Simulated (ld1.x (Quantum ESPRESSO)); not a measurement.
**u(r) = r·R(r): atom against pseudo-atom (P)**

Columns: radius, all-electron u(r) and pseudo u(r) of the 3s shell (level -23.33 eV) of phosphorus in the configuration [Ne] 3s2 3p2; LDA (PZ), scalar-relativistic, PAW scheme, ld1.x (Quantum ESPRESSO) 7.5.

```csv
r (bohr),all-electron,pseudo
0.082,0.1735,0.0458
0.165,-0.0896,0.0928
0.248,-0.3071,0.1410
0.330,-0.3935,0.1902
0.413,-0.3703,0.2419
0.495,-0.2755,0.2949
0.578,-0.1400,0.3503
0.660,0.0094,0.4062
0.742,0.1584,0.4626
0.825,0.2992,0.5192
0.908,0.4243,0.5744
0.990,0.5299,0.6261
1.072,0.6170,0.6737
1.155,0.6870,0.7166
1.238,0.7397,0.7528
1.320,0.7766,0.7810
1.402,0.8000,0.8008
1.485,0.8118,0.8118
1.568,0.8133,0.8133
1.650,0.8064,0.8064
1.733,0.7925,0.7925
1.815,0.7732,0.7732
1.898,0.7492,0.7492
1.980,0.7221,0.7221
2.062,0.6927,0.6927
2.145,0.6612,0.6612
```

**Question.** How many radial nodes do the two functions have?

**Answer.** The all-electron 3s function has n − l − 1 = 2; the pseudo-wave has 0, since the states of the same l below it are removed with the core.

**Question.** At about which radius was the pseudo-wave matched?

**Answer.** 1.50 bohr, where the columns begin to agree (steps of 0.08 bohr).

**Question.** Where does each function peak?

**Answer.** Outermost all-electron maximum near 1.57 bohr, pseudo maximum near 1.57 bohr (to the table’s step).

**Question.** Is the pseudo-wave norm-conserving?

**Answer.** No, it belongs to a PAW set: the norm inside the radius is not constrained, and the difference is carried by the augmentation charge.
